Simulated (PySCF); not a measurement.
## Spinor energies of Hf²⁸⁺ (hafnium, charge +28)

Start: [Kr] 4d8; 4d3/2 filled at m_j = -3/2, -1/2, +1/2, +3/2; 4d5/2 filled at m_j = -1/2, +1/2, +3/2, +5/2. Calculated with PySCF 2.14 in an uncontracted even-tempered set (17 s from 2.4 bohr⁻², ratio 2.8; 14 p from 3.1 bohr⁻², ratio 2.8; 10 d from 3.1 bohr⁻², ratio 2.8; 3 f from 15 bohr⁻², ratio 3): generalised Hartree-Fock with the X2C-1e Hamiltonian and a Gaussian nucleus; spin-orbit coupling (SO) screened by Boettger's factors.

| spinor shell | electrons | ε, screened SO (eV) | weight of nominal j (screened SO) | rms radius, screened SO (bohr) |
| --- | --- | --- | --- | --- |
| 1s1/2 | 2 | -66657.8 | 1.000 | 0.0215 |
| 2s1/2 | 2 | -12358.4 | 1.000 | 0.0869 |
| 2p1/2 | 2 | -11827.2 | 1.000 | 0.0740 |
| 2p3/2 | 4 | -10629.2 | 1.000 | 0.0813 |
| 3s1/2 | 2 | -3633.7 | 1.000 | 0.222 |
| 3p1/2 | 2 | -3400.8 | 1.000 | 0.213 |
| 3d3/2 | 4 | -2748.2 | 1.000 | 0.201 |
| 3d5/2 | 6 | -2689.1 | 1.000 | 0.205 |
| 4s1/2 | 2 | -1453.5 | 1.000 | 0.466 |
| 4p1/2 | 2 | -1354.2 | 0.998 | 0.469 |
| 4p3/2 | 4 | -1275.2 | 0.999 | 0.495 |
| 4d3/2 | 4 | -1113.1 | 0.983 | 0.494 |
| 4d5/2 | 4 | -1098.0 | 0.988 | 0.501 |

Task: Where does 3p3/2 lie, and what is the 3p spin-orbit splitting (screened SO)?

Result: At -3136.7 eV, 264.08 eV above 3p1/2.

```csv
quantity,screened SO
E (hartree),-14707.93009
M_J,4
⟨J²⟩,20.002
⟨L²⟩,12.870
⟨S²⟩,1.873
```

Each row is a mean over spinors that exchange with the open shell spreads, by up to 20.225 eV (4p3/2).

Breit and QED terms are absent; they matter most for the inner s and p1/2 levels.

Densities and radii are taken from the X2C orbitals without a picture-change correction, which distorts them close to the nucleus.
